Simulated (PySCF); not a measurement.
BrGaH₂O₂, SMILES [OH][Ga]([OH])[Br]. Coordinates come from a B3LYP-D3(BJ)/def2-SVP optimisation. The values are those of a single conformer.

Q: Give the equilibrium geometry at B3LYP-D3(BJ)/def2-SVP (PySCF confirms it by a frequency run) as a Z-matrix, and its point group. (The exact figures need the calculation; the answer reports its results.)

A: One answer among several that fit: point group Cs.
```
Ga
O 1 1.7757
H 2 0.9674 1 112.44
O 1 1.7818 2 118.80 3 0.00
H 4 0.9665 1 114.03 2 180.00
Br 1 2.2852 2 119.00 3 180.00
```
